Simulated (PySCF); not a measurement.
PySCF input file for F2H2OSi, SMILES O[SiH](F)F, IEF-PCM-PBE0/def2-SVP. Coordinates come from a PBE0-D3(BJ)/def2-SVP optimisation. The values are those of a single conformer.

```python
import numpy as np
from pyscf import gto, scf, dft
from pyscf.solvent import pcm

mol = gto.M(
    atom='''
    Si   -0.00574841    0.34314731    0.00000000
    O     1.55705188   -0.12375532   -0.00000000
    F    -0.78242784   -0.25343404    1.27809744
    F    -0.78242784   -0.25343404   -1.27809745
    H    -0.06550405    1.80890470    0.00000001
    H     1.77326785   -1.06111172   -0.00000000
    ''',
    basis='def2-SVP',
    charge=0,
    spin=0,
    max_memory=1600,
    verbose=3,
)
mf = dft.RKS(mol, xc='pbe0').density_fit(auxbasis='def2-universal-jkfit')
mf.grids.level = 3
mf.conv_tol = 1e-9
mf.max_cycle = 100
mf.kernel()
res = {}
for name, eps in {'water': 78.355, 'acetone': 20.493, 'cyclohexanone': 15.619}.items():
    s = mf.PCM()
    s.with_solvent.method, s.with_solvent.eps, s.with_solvent.lebedev_order = 'IEF-PCM', eps, 29
    s.kernel(mf.make_rdm1())
    res[name] = (s.e_tot, eps, s.dip_moment(), s.mo_energy, s.converged)
    print(f'{name}: electrostatic solvation free energy {(s.e_tot - mf.e_tot) * 627.509474:.3f} kcal/mol')
```

It prints:

```
converged SCF energy = -565.071716286286

WARN: PCM is an experimental feature. It is still in testing.
Features and APIs may be changed in the future.

converged SCF energy = -565.079982712375
Dipole moment(X, Y, Z, Debye):  1.31365, -0.51040,  0.00000
water: electrostatic solvation free energy -5.187 kcal/mol

WARN: PCM is an experimental feature. It is still in testing.
Features and APIs may be changed in the future.

converged SCF energy = -565.079511897875
Dipole moment(X, Y, Z, Debye):  1.30558, -0.50441,  0.00000
acetone: electrostatic solvation free energy -4.892 kcal/mol

WARN: PCM is an experimental feature. It is still in testing.
Features and APIs may be changed in the future.

converged SCF energy = -565.079319041448
Dipole moment(X, Y, Z, Debye):  1.30222, -0.50200,  0.00000
cyclohexanone: electrostatic solvation free energy -4.771 kcal/mol
```

The run converged.

Cost: very roughly 40 core-seconds.
